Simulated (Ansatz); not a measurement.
`C1N[SiH2]O1`, charge 0, multiplicity 1.

Give a relaxed structure at PBE0-D4/def2-TZVP (Ansatz). (Best estimate.)

Computed: 
Cartesian coordinates in Å:
```
C 0.4086 -0.3386 0.9648
N 0.5958 0.7598 0.0096
Si -0.7508 0.1246 -0.8640
O -0.8011 -0.9104 0.4433
H 0.2367 0.0073 1.9898
H 1.2216 -1.0750 0.9549
H 1.5285 0.9615 -0.3075
H -0.4905 -0.5185 -2.1832
H -1.9488 0.9894 -1.0076
```
This is one stationary point; other conformers may exist.
